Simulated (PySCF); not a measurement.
**S: excitation energy**

S [Ne] 3s2 3p4 (3P) → S [Ne] 3s1 3p4 4s1 (5P), as a difference of total energies. All numbers are calculated (PySCF 2.14, the spin-free X2C one-electron Hamiltonian (Gaussian nucleus), in aug-cc-pVTZ-DK). Correlated levels: valence: [Ne] frozen. The calculations carry no spin-orbit coupling.

| method | excitation energy (cm⁻¹) |
| --- | --- |
| UHF | 133740 |
| LDA | 138220 |
| PBE | 137230 |
| PBE0 | 138800 |
| r2SCAN | 136180 |
| CAM-B3LYP | 141880 |
| HSE06 | 138660 |
| LC-wPBE | 141790 |
| BHandHLYP | 141870 |
| MP2 (valence) | 136140 |
| SCS-MP2 (valence) | 137610 |

A first-order spin-orbit estimate (lowest level to lowest level, LS coupling) adds -0.005 eV.

The upper state lies above the first ionisation limit, where it may autoionise and the basis confines it. A Rydberg-like electron needs more diffuse functions than a valence basis has.

The promoted electron is Rydberg-like, and one or two diffuse shells describe it only roughly, which tends to raise the upper state.
